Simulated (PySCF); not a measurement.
## Core-level binding energies of (ClZn-mu-Br)2

(ClZn-mu-Br)2 (singlet state).
Z-matrix (Å and degrees, PBE0-D3(BJ)/def2-SVP geometry), rows numbered from 1:
```
Zn
Cl  1  2.1137
Br  1  2.4348  2  129.98
Zn  3  2.4320  1   83.32  2  -179.83
Cl  4  2.1138  3  133.30  1  -179.84
Br  1  2.4317  2  133.37  3  -179.78
```

Method used: PySCF 2.14.0, delta-SCF UKS SCAN, pcX-2 on the ionised atom (unc-x2c-TZVPall on a metal), pcseg-1 elsewhere, spin-free X2C. Each binding energy is the total energy of the core-ionised species, with the hole localised on one atom, minus that of the ground state; both are solved self-consistently, so orbital relaxation is included.

Q: What binding energy does each computed site have?

A: 
```csv
atom(s),environment,level,binding energy (eV),2p1/2 (eV),count
Cl2/Cl5,chlorine bonded to Zn,Cl 2p3/2,205.38,207.04,2
Zn1/Zn4,zinc bonded to 2 Br and Cl,Zn 2p3/2,1028.09,1052.23,2
Cl2/Cl5,chlorine bonded to Zn,Cl 1s,2827.99,–,2
```

Q: Give the binding energy of Cl 2p3/2 of Cl2/Cl5 in hartree and in kJ/mol.

A: 205.38 eV = 7.5476 Eh = 19816 kJ/mol.

Atoms equivalent by their bonding share one computed value, that of the first of them. For 2p shells one spin-free hole was relaxed; a mean-field spin–orbit operator and the ground-state splitting of the three 2p orbitals were then diagonalised within the shell. The shell's mean is (2 × 2p3/2 + 2p1/2)/3, and the degeneracies 2j + 1 give areas of 2:1. 2p1/2 minus 2p3/2 (ligand field included): Zn 24.15 eV, Cl 1.65 eV. Satellites of the metal's 2p lines aren't described. No level of bromine is listed. Geometry: PBE0-D3(BJ)/def2-SVP; no solvent, vibrations or thermal averaging. Metal 2p energies of this one-determinant scheme are less reliable than its 1s energies.
